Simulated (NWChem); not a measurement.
BiI₃; SMILES [I][Bi]([I])[I]

Computed with NWChem. The geometry was optimised at PBE0/def2-SVP. No frequency run checked for a minimum. def2 effective core potentials on I, Bi; no spin-orbit coupling. Ions are spin-unrestricted doublets at the neutral geometry; other ion states weren't tried.

Problem. Estimate the computed values for PBE/def2-SVP. Quantities: vertical ionisation energy, ΔSCF (eV); −ε(HOMO) (eV).

Solution. The vertical ionisation energy, ΔSCF (eV) is 8.74 and the −ε(HOMO) (eV) is 6.40.
